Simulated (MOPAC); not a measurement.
MOPAC input (AM1):

```
AM1 1SCF UHF MS=0.5 GEO-OK AUX(PRECISION=9) THREADS=1
HMg

Mg   -0.00000000 1   -0.00000000 1   -0.13407900 1
H     0.00000000 1    0.00000000 1    1.60895200 1
```

Output:

```
 *******************************************************************************
 **                                                                           **
 **                              MOPAC v23.2.5                                **
 **                                                                           **
 *******************************************************************************
 ** MOPAC's Digital Object Identifier: https://doi.org/10.5281/zenodo.6511958 **
 **                                                                           **
 ** Please cite the open-source release paper for use of this MOPAC version:  **
 ** J. E. Moussa and J. J. P. Stewart (2026)                                  **
 ** MOPAC: An open-source semiempirical molecular orbital program             **
 ** J. Open Source Softw., 11(119), 8025, https://doi.org/10.21105/joss.08025 **
 *******************************************************************************

                              AM1 CALCULATION RESULTS

 *******************************************************************************
 *  AM1        - The AM1 Hamiltonian to be used
 *  GEO-OK     - OVERRIDE INTERATOMIC DISTANCE AND OTHER SAFETY CHECKS
 *  UHF        - UNRESTRICTED HARTREE-FOCK CALCULATION
 *  MS=        - IN MECI, MAGNETIC COMPONENT OF SPIN =  0.5
 *  1SCF       - DO 1 SCF AND THEN STOP
 *  AUX        - OUTPUT AUXILIARY INFORMATION
 *******************************************************************************
AM1 1SCF UHF MS=0.5 GEO-OK AUX(PRECISION=9) THREADS=1
 HMg

   ATOM   CHEMICAL          X               Y               Z
  NUMBER   SYMBOL      (ANGSTROMS)     (ANGSTROMS)     (ANGSTROMS)

     1      Mg         -0.00000000  *  -0.00000000  *  -0.13407900  *
     2       H          0.00000000  *   0.00000000  *   1.60895200  *

          CARTESIAN COORDINATES

    NO.       ATOM           X           Y           Z

     1        Mg         -0.0000     -0.0000     -0.1341
     2         H          0.0000      0.0000      1.6090

  H: (AM1): M.J.S. DEWAR ET AL, J. AM. CHEM. SOC. 107 3902-3909 (1985)
 Mg: (AM1): J. J. P. STEWART, J. MOL. MOD., 10, 155-164 (2004)

           Empirical Formula: H Mg  =     2 atoms

      MOLECULAR POINT GROUP   :   C*v

          UHF CALCULATION, NO. OF ALPHA ELECTRONS =    2
                           NO. OF BETA  ELECTRONS =    1

 -------------------------------------------------------------------------------
 AM1 1SCF UHF MS=0.5 GEO-OK AUX(PRECISION=9) THREADS=1
 HMg

     1SCF WAS SPECIFIED, SO BFGS WAS NOT USED
     SCF FIELD WAS ACHIEVED

                              AM1 CALCULATION
                                                       MOPAC v23.2.5 Linux

          FINAL HEAT OF FORMATION =         52.78511 KCAL/MOL =     220.85291 KJ/MOL

          COSMO AREA              =         56.96 SQUARE ANGSTROMS
          COSMO VOLUME            =         38.90 CUBIC ANGSTROMS

          IONIZATION POTENTIAL    =          7.797587 EV
          ALPHA SOMO LUMO (EV)    =         -7.798  2.628
          BETA  SOMO LUMO (EV)    =        -10.059 -0.581
          NO. OF ALPHA ELECTRONS  =          2
          NO. OF BETA  ELECTRONS  =          1
          MOLECULAR WEIGHT        =         25.3129         POINT GROUP:  C*v

          MOLECULAR DIMENSIONS (Angstroms)

            Atom       Atom       Distance
            H     2   Mg     1     1.74303
            H     2   Mg     1     0.00000
           Mg     1    H     2     0.00000

          SCF CALCULATIONS        =          1

   ATOM   CHEMICAL          X               Y               Z
  NUMBER   SYMBOL      (ANGSTROMS)     (ANGSTROMS)     (ANGSTROMS)

     1      Mg         -0.00000000  *  -0.00000000  *  -0.13407900  *
     2       H          0.00000000  *   0.00000000  *   1.60895200  *

                             CARTESIAN COORDINATES

   1   Mg       -0.000000000    -0.000000000    -0.134079000
   2    H        0.000000000     0.000000000     1.608952000

           Empirical Formula: H Mg  =     2 atoms

      MOLECULAR POINT GROUP   :   C*v

          ALPHA EIGENVALUES
 -10.69185  -7.79759   2.62846   2.62846   3.89595

           BETA EIGENVALUES
 -10.05949  -0.58071   3.07493   3.07493   5.05480

              NET ATOMIC CHARGES AND DIPOLE CONTRIBUTIONS

  ATOM NO.   TYPE          CHARGE      No. of ELECS.   s-Pop       p-Pop
    1         Mg           0.217444        1.7826     1.23075     0.55180
    2          H          -0.217444        1.2174     1.21744
 DIPOLE           X         Y         Z       TOTAL
 POINT-CHG.     0.000     0.000    -1.820     1.820
 HYBRID        -0.000    -0.000     0.057     0.057
 SUM           -0.000    -0.000    -1.764     1.764

          ATOMIC ORBITAL ELECTRON POPULATIONS

     Atom    s        px        py        pz
    1 Mg   1.23075   0.00000   0.00000   0.55180
    2  H   1.21744

                    (SZ)    =    0.500000
                    (S**2)  =    0.756051

          ATOMIC ORBITAL SPIN POPULATIONS

    Atom   Total    s     px     py     pz
         Atomic
    1 Mg  0.8283  0.593  0.000  0.000  0.235
    2  H  0.1717  0.172

 **********************
 *                    *
 * JOB ENDED NORMALLY *
 *                    *
 **********************

 == MOPAC DONE ==
```

The geometry given is a B3LYP-D3(BJ)/def2-TZVP minimum.
